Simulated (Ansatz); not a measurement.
AlMe2(acac) (C₇H₁₃AlO₂) was relaxed with PBE-D4 (def2-SVP) in Ansatz in these states: charge +1 doublet, neutral singlet. The geometries follow in no particular order.

A:

Cartesian coordinates in Å:
```
Al -1.314 -0.131 0.710
C -2.949 -0.174 -0.381
H -2.741 -0.040 -1.464
H -3.665 0.623 -0.085
H -3.488 -1.140 -0.271
C -1.325 -0.248 2.674
H -0.301 -0.279 3.104
H -1.858 -1.156 3.030
H -1.844 0.622 3.131
O -0.266 1.349 0.193
C 0.864 1.332 -0.425
C 1.466 2.682 -0.712
C 1.529 0.151 -0.821
C 1.025 -1.147 -0.581
C 1.791 -2.360 -1.036
O -0.088 -1.386 0.021
H 2.432 2.618 -1.244
H 0.750 3.278 -1.314
H 1.604 3.230 0.242
H 2.490 0.246 -1.343
H 2.751 -2.107 -1.519
H 1.164 -2.941 -1.744
H 1.975 -3.022 -0.165
```

B:

```xyz
23

Al    0.3488    0.3853    1.2679
C    -0.0636    2.1715    2.1209
H    -0.5903    2.7237    1.3166
H     0.9003    2.6362    2.4004
H    -0.7066    1.9744    2.9989
C     1.3657   -0.7205    2.6199
H     1.5218   -1.6855    2.0968
H     0.7279   -0.8179    3.5181
H     2.3123   -0.1889    2.8316
O     1.2066    0.5369   -0.3284
C     0.7918    0.1361   -1.4962
C     1.7048    0.3978   -2.6444
C    -0.4581   -0.5121   -1.6696
C    -1.3719   -0.7869   -0.6198
C    -2.6707   -1.4730   -0.8709
O    -1.1260   -0.4550    0.6154
H     1.2975    0.0428   -3.6066
H     1.9133    1.4869   -2.7058
H     2.6842   -0.0889   -2.4514
H    -0.7372   -0.8222   -2.6850
H    -2.8107   -1.7534   -1.9289
H    -3.5017   -0.8098   -0.5492
H    -2.7382   -2.3775   -0.2305
```

Judge from the bond lengths which geometry belongs to which state (an estimate).

A is the neutral singlet (Al1–O16 1.885 Å, Al1–O10 1.885 Å, Al1–C2 1.967 Å); B is the charge +1 doublet (Al1–O16 1.819 Å, Al1–O10 1.819 Å, Al1–C2 2.022 Å).
